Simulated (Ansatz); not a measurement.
SiN$_{2}$H$_{5}$Cl, closed shell: a trajectory.

in.yaml

```yaml
crystal:
  periodic: [false, false, false]
  atoms:
    - {symbol: Si, position_ang: [-0.302038, -0.736280, -0.022223]}
    - {symbol: N, position_ang: [0.177912, 1.057033, 0.456126]}
    - {symbol: N, position_ang: [0.058209, -0.575006, -1.572817]}
    - {symbol: H, position_ang: [0.605011, 1.327513, -0.434670]}
    - {symbol: H, position_ang: [-1.646324, -0.842570, 0.609108]}
    - {symbol: Cl, position_ang: [0.892073, -1.736276, 1.384921]}
    - {symbol: H, position_ang: [0.853169, 1.118350, 1.212347]}
    - {symbol: H, position_ang: [-0.611084, 1.664512, 0.654948]}
    - {symbol: H, position_ang: [-0.027027, -1.277278, -2.287738]}
basis:
  gaussian: {orbitals: def2-SVP}
hamiltonian: {xc: pbe0, dispersion: d4}
md: {n_steps: 30, timestep: 0.5, temperature: 100, ensemble: nose, seed: 820, friction: 0.01, initial_velocities: maxwell_boltzmann}
```

Launched with

```bash
ansatz run in.yaml --threads 4 --pin off --events-out ev --progress --plain --max-ram 9574MiB
```

What Ansatz 0.2.0 printed:

```
Error: YAML parse error: error: line 16 column 62: unknown variant `nose`, expected one of nve, nve_milne, nvt_langevin, nvt_nose_hoover, npt_langevin
  --> <input>:16:62
   |
14 |   gaussian: {orbitals: def2-SVP}
15 | hamiltonian: {xc: pbe0, dispersion: d4}
16 | md: {n_steps: 30, timestep: 0.5, temperature: 100, ensemble: nose, seed: 820, friction: 0.01, initial_velocities: maxwell_bolt…
   |                                                              ^ unknown variant `nose`, expected one of nve, nve_milne, nvt_langevin, nvt_nose_hoover, npt_langevin
```

The run took about 0.05 s on 4 CPU threads of an AMD EPYC (shared host).


The program refused the input. The ensemble's name is not one that the program knows.